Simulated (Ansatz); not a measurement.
## Ansatz (development build ahead of 0.2.0) run

```yaml
crystal:
  periodic: [false, false, false]
  atoms:
    - { symbol: H, position_ang: [0.99001, 1.0e-05, -3.0e-05] }
    - { symbol: H, position_ang: [0.495, 0.85738, 2.0e-05] }
    - { symbol: H, position_ang: [-0.495, 0.85738, -1.0e-05] }
    - { symbol: H, position_ang: [-0.99001, 4.0e-05, 5.0e-05] }
    - { symbol: H, position_ang: [-0.495, -0.85736, -1.0e-05] }
    - { symbol: H, position_ang: [0.49499, -0.85739, -2.0e-05] }
basis:
  gaussian: { orbitals: def2-SVP }
magnetization:
  spin_polarized: true
  initial_magnetization: 2
hamiltonian:
  xc: hf
output:
  forces: true
```

The input is written out in the form of the current development build from the run's settings.

Output:

```
Converged                       : yes
Total energy                    : -2.97293 hartree
Spin squared of the determinant : 2.072
Stability test                  : minimum
```

Forces (eV/Å):
```
atom      Fx      Fy     Fz
  H1   3.231  -6.555  0.000
  H2  -4.063   6.075  0.000
  H3  -0.282   0.492  0.000
  H4  -3.230   6.555  0.000
  H5   4.063  -6.075  0.000
  H6   0.282  -0.492  0.000
```

Caution: the determinant breaks the point group.
